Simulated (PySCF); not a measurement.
Species: C₃H₁₀N₂Si.
Z-matrix (Å and degrees, PBE0-D3(BJ)/def2-SVP geometry), rows numbered from 1:
```
C 
C   1  1.5180
C   2  1.5332  1  112.53
N   3  1.4516  2  106.79  1   161.02
Si  4  1.7377  3  110.52  2   -31.19
N   2  1.4582  1  112.12  3   118.40
H   1  1.1015  2  111.10  3    58.99
H   1  1.1009  2  110.29  3   -61.83
H   1  1.1014  2  110.98  3   178.50
H   2  1.1119  1  108.31  3  -118.48
H   3  1.1110  2  108.62  1    38.88
H   3  1.1040  2  109.66  1   -78.02
H   4  1.0115  3  115.87  2   179.78
H   5  1.5013  4  112.64  3   132.37
H   5  1.5013  4  116.68  3  -104.87
H   6  1.0124  2  115.24  1    57.78
```

Computed with core-valence-separated Tamm–Dancoff BHandHLYP/aug-pcX-1 (pcseg-1 on H, def2-SVPD on Si) in PySCF, non-relativistic, gas phase, PBE0-D3(BJ)/def2-SVP geometry. BHandHLYP without relativity tends to put these K edges a few eV too low, so spacings mean more than positions.

(1) What does the C 1s absorption edge look like?

(2) List the nitrogen K-edge absorption lines.

## Answers

(1) 
| E (eV) | f | core hole on | main final orbital |
| --- | --- | --- | --- |
| 285.23 | 0.0103 | C1 | LUMO (71 %) |
| 285.96 | 0.0286 | C1 | spread |
| 286.07 | 0.0251 | C1 | LUMO+4 (40 %) |
| 286.26 | 0.0178 | C3 | LUMO+1 (65 %) |
| 286.46 | 0.0223 | C2 | LUMO (43 %) |
| 286.57 | 0.0036 | C1 | LUMO+2 (34 %) |
| 286.73 | 0.0212 | C3 | spread |
| 286.84 | 0.0024 | C1 | LUMO+3 (42 %) |
| 286.93 | 0.0244 | C3 | spread |
| 287.19 | 0.0059 | C1 | spread |
| 287.23 | 0.0190 | C2 | LUMO+1 (35 %) |
| 287.53 | 0.0031 | C1 | spread |
| 287.63 | 0.0054 | C2 | LUMO+2 (43 %) |
| 287.70 | 0.0141 | C1 | spread |
| 287.70 | 0.0021 | C2 | LUMO+3 (37 %) |

The first line with a tenth or more of the strongest one's intensity is at 285.23 eV (f = 0.010), with the hole on C1 (methyl carbon). The strongest listed is at 285.96 eV (f = 0.029; C1).

(2) 
```
E (eV)       f  core hole on  main final orbital
399.02  0.0129            N4       LUMO+1 (68 %)
399.03  0.0112            N6         LUMO (49 %)
399.84  0.0139            N4       LUMO+3 (34 %)
399.88  0.0155            N6              spread
400.69  0.0120            N4              spread
400.74  0.0096            N6       LUMO+1 (38 %)
400.83  0.0066            N6       LUMO+2 (53 %)
400.94  0.0067            N4       LUMO+2 (47 %)
400.96  0.0012            N6       LUMO+3 (39 %)
401.19  0.0024            N4       LUMO+4 (50 %)
401.28  0.0082            N6       LUMO+6 (33 %)
```

The first line with a tenth or more of the strongest one's intensity is at 399.02 eV (f = 0.013), with the hole on N4 (silicon-bound nitrogen). The strongest listed is at 399.88 eV (f = 0.016; N6).

Roots within 0.03 eV whose holes lie on the same, on equivalent or on shared atoms are summed into one line, and the highest roots are left out, as the search may have cut off their partners. Final orbitals are the ground state's empty Kohn–Sham orbitals.

Question: What is the summed oscillator strength of the listed C K lines, and their intensity-weighted mean energy?

Answer: Σf = 0.205 over 15 lines from 285.23 to 287.70 eV; the weighted mean is 286.59 eV. The strongest line holds 14 % of the sum.

The ionisation thresholds weren't computed; near and above them a finite basis only mimics Rydberg series and continuum.

One conformer stands for the species.
